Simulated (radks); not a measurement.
Values are calculated unless marked as measured or tabulated.
Task: The mean radii <r> (bohr) of the occupied orbitals of an atom or ion are listed with their occupations. Level of theory: Dirac Kohn-Sham, PBEsol, spin-unpolarised, spherical densities, point nucleus (a radial shooting solver on a logarithmic mesh with Libxc functionals).

| orbital | occ. | <r> |
|---|---|---|
| 1s1/2 | 2 | 0.1580 |
| 2s1/2 | 2 | 0.7964 |
| 2p1/2 | 1 | 0.7538 |
| 2p3/2 | 2 | 0.7551 |

Name the element and its charge. Open shells, if any, are shared by 2j + 1.

Result: Z = 10, neon, charge +3: Ne3+ in [He] 2s2 2p3. The 1s radius gives Z: for a bare nucleus <r> = (2 gamma + 1)/(2Z) with gamma = sqrt(1 - (Z/c)^2), 0.1497 bohr for Z = 10, and screening makes it slightly larger (0.1580 here). The occupations add up to 7, and the charge is Z minus that.
